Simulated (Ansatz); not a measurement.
Compare A (`OC1(O)BC1`) with its isomer B (`COBC=O`).

Program: Ansatz. Geometries: PBE0-D4/def2-TZVP. ΔE: electronic, gas phase. CBS: MP2 limit from def2 TZ/QZ plus the TZ coupled-cluster correction, frozen cores. Functionals use def2-TZVPP. B3LYP here is the variant with VWN-RPA as its local correlation; programs differ in this. Each species was taken in one conformer, which may not be the lowest.

A:

```xyz
10

O    -1.665    0.062   -0.033
C    -0.308   -0.064   -0.256
O     0.097    0.166   -1.575
B     0.596   -1.015    0.547
C     0.676    0.506    0.749
H    -1.896    0.994   -0.134
H    -0.277   -0.536   -2.118
H     1.046   -2.090    0.753
H     0.205    0.884    1.654
H     1.526    1.095    0.414
```

B:

Z-matrix (Å, degrees):
```
C
O 1 1.416
H 1 1.091 2 108.6
H 1 1.091 2 108.6 3 118.2
H 1 1.093 2 111.2 3 -120.9
B 2 1.336 1 122.7 3 121.0
C 6 1.599 2 115.9 1 180.0
H 6 1.199 2 122.2 1 -0.0
O 7 1.209 6 122.6 2 -180.0
H 7 1.117 6 118.2 2 0.0
```

(1) Which is lower in electronic energy at CCSD(T)/CBS, and by how much? (Estimate.)

(2) Give E(B) − E(A) in kJ/mol with HF/def2-TZVPP, CCSD(T)/def2-SVP, B3LYP, B3LYP-D4, B2PLYP, LDA (SPW92), PBE0-D4. (Estimate.)

(3) Does the order hold for the free energy at 298.15 K (harmonic terms from PBE0-D4)? (An estimate is asked.)

Largest T1 diagnostic: 0.015.

Answers

(1) Computed: B, by 215.0 kJ/mol.

(2) Ansatz gave: HF/def2-TZVPP -248.6, CCSD(T)/def2-SVP -244.4, B3LYP -227.9, B3LYP-D4 -224.5, B2PLYP -227.7, LDA (SPW92) -162.8, PBE0-D4 -192.3. None reverses the order clearly.

(3) Ansatz gave: Yes: G(B) − G(A) = -217.2 kJ/mol, for one conformer each. Modes under 60 cm⁻¹, often nearly free rotors, make the harmonic entropy too high.

At CCSD(T), def2-SVP lies −29.4 kJ/mol from the extrapolated value and def2-TZVPP −7.4 kJ/mol. Leaving LDA and LC-ωPBE aside and taking each functional with its dispersion term where it has one, the values, not all of them listed here, spread over 38.8 kJ/mol, from BLYP-D4 to PBE0-D4. LDA lies +35.7 kJ/mol from PBE without D4.
